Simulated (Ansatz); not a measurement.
(NaH)4 ring (Na₄H₄). Charge 0, multiplicity 3. Geometry PBE-D4/def2-SVP, that of the neutral singlet; atoms count from 1.

```xyz
8

Na    0.8218   -1.3810    2.0077
H    -1.2113   -1.5064    1.9296
Na   -2.4322   -0.6218    0.5577
H    -2.4564    0.5730   -1.0946
Na   -0.8218    1.3808   -2.0078
H     1.2113    1.5064   -1.9296
Na    2.4323    0.6220   -0.5576
H     2.4563   -0.5730    1.0946
```

At PBE0-D4/def2-TZVP a singlet of charge 0 lies 4.28 eV below the triplet at the same geometry.

Question: Estimate the Mulliken populations from the PBE0/def2-TZVP orbitals of Ansatz.

Answer: 
```tsv
atom	charge (e)	spin (α − β)
Na1	0.23	0.23
H2	-0.24	0.27
Na3	0.23	0.23
H4	-0.23	0.27
Na5	0.23	0.23
H6	-0.24	0.27
Na7	0.23	0.23
H8	-0.23	0.27
```
Mulliken values depend strongly on the basis.

Question: Where does the spin sit?

Answer: Summed by element: Na 0.93, H 1.07, of 2 unpaired in all. Largest on single atoms: H8 0.27, H4 0.27, H2 0.27.
